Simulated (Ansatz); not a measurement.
## Which method gave which barrier?

Saddle point of SiH₂SOF₂, singlet (SiH₂SOF₂ ([OH][Si]([F])([F])[SH]) → SiOF₂ ([O][Si]([F])[F]) + H₂S (still joined by a long Si–S bond); bonds formed: S2–H4; bonds broken: O3–H4; bonds weakened to dative contacts: Si1–S2), PBE0-D4/def2-TZVP structure:

```
atom    x (Å)    y (Å)    z (Å)
 Si1  -0.5339   0.2612   0.5857
  S2   1.0492  -0.9754  -0.6099
  O3  -1.4945   0.2571  -0.6095
  H4  -0.1776  -0.6334  -1.2660
  F5   0.2588   1.5404   1.0641
  F6  -0.7718  -0.5798   1.8977
  H7   1.6699   0.1298  -1.0622
```

Ansatz 0.2.0; basis: def2-TZVPP, with def2-QZVPP for the basis limit; cores frozen in the correlated methods. Extrapolation: Hartree–Fock as exp(−7.88 √X), correlation as X^−2.97. Four methods, as single points on the PBE0-D4 structures, gave these electronic barriers from the start structure: 192.7, 212.0, 245.4, 283.0 kJ/mol.

Task: The methods were, in alphabetical order, BHLYP-D4, HF, PBE-D4, r2SCAN-D4. Which gave which? (Judge from chemistry; the calculation decides.)

Result: The calculation gives: PBE-D4 192.7; r2SCAN-D4 212.0; BHLYP-D4 245.4; HF 283.0 kJ/mol. For comparison, CCSD(T) at an estimated basis limit (MP2 extrapolated from triple and quadruple zeta, plus CCSD(T) − MP2 in triple zeta) gives 228.0 kJ/mol.

No T1 diagnostic of these runs exceeds 0.015.

Labels in which every atom is bracketed show which atoms are joined, not bond orders.

For scale, one of the runs: CCSD(T)/def2-TZVPP, 205 basis functions, launched by `ansatz run in.yaml --threads 4 --pin off --events-out ev --progress --plain --max-ram 9574MiB`. Time: 2.5 min of wall clock on 4 CPU threads of an AMD EPYC; the host was shared. Peak host memory: 2.7 GiB.
